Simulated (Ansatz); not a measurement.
The same path of BFH4OSi (8 atoms, charge 0, multiplicity 1) was run 3 times with different band settings.

Method: RKS PBE0/def2-SVP (Ansatz).

Relaxed end points:

```xyz
8
Properties=species:S:1:pos:R:3
O 1.713 0.486 -0.900
B 1.022 -0.229 0.008
F 1.734 -1.073 0.748
Si -0.993 -0.107 0.317
H 1.166 1.084 -1.419
H -1.287 0.337 1.716
H -1.617 0.880 -0.626
H -1.646 -1.436 0.101
```

```xyz
8
Properties=species:S:1:pos:R:3
O 1.715 0.485 -0.902
B 1.022 -0.228 0.006
F 1.732 -1.073 0.747
Si -0.994 -0.105 0.318
H 1.168 1.084 -1.419
H -1.617 0.901 -0.603
H -1.286 0.307 1.725
H -1.647 -1.429 0.073
```

Common settings: climbing image yes; optimiser quadratic models (default); start path through a guess of the saddle point; force threshold 0.05 eV/Å; end points relaxed.

| run | movable images | spring | iteration limit |
| --- | --- | --- | --- |
| 1 | 7 | 5.0 eV/Å² | 57 |
| 2 | 7 | 0.1 eV/Å² | 60 |
| 3 | 2 | 5.0 eV/Å² | 60 |

Q: What does each run give, and how far can it be trusted?

A: Run 1: converged after 27 iterations, highest image 2.542 eV above the first end. Neighbouring images differ by up to 1.5 eV, so the band resolves the path poorly. A vibrational analysis at the climbing image gives one clearly imaginary mode, 607i cm⁻¹: a first-order saddle point.
Run 2: converged after 23 iterations, highest image 2.542 eV above the first end. Neighbouring images differ by up to 1.5 eV, so the band resolves the path poorly. Another band between the same ends (7 images) ends at a top of the same energy, where a vibrational analysis finds 1 clearly imaginary mode.
Run 3: converged after 55 iterations, highest image 2.553 eV above the first end. Neighbouring images differ by up to 2.6 eV, so the band resolves the path poorly. The order of the stationary point at the top wasn't checked. So few images can step over the top or miss a turn of the path.
